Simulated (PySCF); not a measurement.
F3HOZr, SMILES [OH][Zr]([F])([F])[F], multiplicity 1.

The structure is a stationary point at B3LYP-D3(BJ)/def2-SVP. The multiplicity is an assumed one; no other spin state was optimised. The structure was generated by enumeration; whether it is a known compound was not checked. The def2 effective core potentials stand for the cores of Zr; spin–orbit coupling is left out. Other conformers were not sampled.

Two levels are set side by side: TDA-PBE/def2-SVPD (PySCF) and TDA-PBE0/def2-SVPD (PySCF). Vertical, same geometry. The lowest singlet is HOMO→LUMO 50 %, HOMO−1→LUMO+1 50 % with PBE and HOMO→LUMO 49 %, HOMO−1→LUMO+1 49 % with the other functional; states are paired by order. Differences are taken from unrounded values.

```
quantity                              TDA-PBE0
------------------------------------  --------
lowest singlet excitation (eV)            7.58
lowest triplet excitation (TDA) (eV)      7.14
```

**Question.** What does TDA-PBE give, and how far is it from TDA-PBE0? (The exact figures need the calculation; the answer reports its results.)

**Answer.** 
```
quantity                              TDA-PBE  TDA-PBE minus TDA-PBE0
------------------------------------  -------  ----------------------
lowest singlet excitation (eV)           6.80                   -0.78
lowest triplet excitation (TDA) (eV)     6.48                   -0.66
```

Functionals without exact exchange tend to place singlet excitations lower, as here. Differences between two approximate levels are no errors against the true value.

Rough cost on one machine, each run with all the roots and properties that it gave: TDA-PBE0 against TDA-PBE within a factor of 2.
